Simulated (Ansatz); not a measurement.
CH$_{5}$AlF$_{2}$Si (`[CH3][Al]([F])[SiH2]F`), relaxed with RKS PBE0-D4/def2-TZVP in Ansatz from a PBE-D4/def2-SVP geometry. The force threshold is 0.005 eV/Å; the program also tests the step.

Charge 0, multiplicity 1.

Start:

```xyz
10

C    -1.037   -0.367    1.628
Al   -0.713    0.328   -0.167
F    -1.976    1.133   -0.949
Si    1.382    0.164   -1.453
F     2.463   -0.640   -0.492
H    -1.352    0.451    2.311
H    -1.862   -1.111    1.618
H    -0.140   -0.854    2.061
H     1.252   -0.605   -2.748
H     1.984    1.502   -1.808
```

How much energy does the relaxation release, and in how many steps? (Best estimate.)

Ansatz gave: 0.06 eV, in 7 steps.

Which bonds change most? (Best estimate.)

Ansatz gave: Si4–F5 from 1.655 to 1.615 Å; Al2–F3 from 1.690 to 1.657 Å; Si4–H9 from 1.511 to 1.490 Å; Si4–H10 from 1.510 to 1.490 Å.

Give the relaxed structure. (An estimate is asked.)

The calculation gave: 
```xyz
10

C    -1.052   -0.363    1.634
Al   -0.703    0.316   -0.148
F    -1.920    1.105   -0.950
Si    1.390    0.159   -1.444
F     2.499   -0.622   -0.569
H    -1.365    0.445    2.303
H    -1.868   -1.093    1.617
H    -0.175   -0.846    2.070
H     1.231   -0.593   -2.721
H     1.963    1.491   -1.791
```
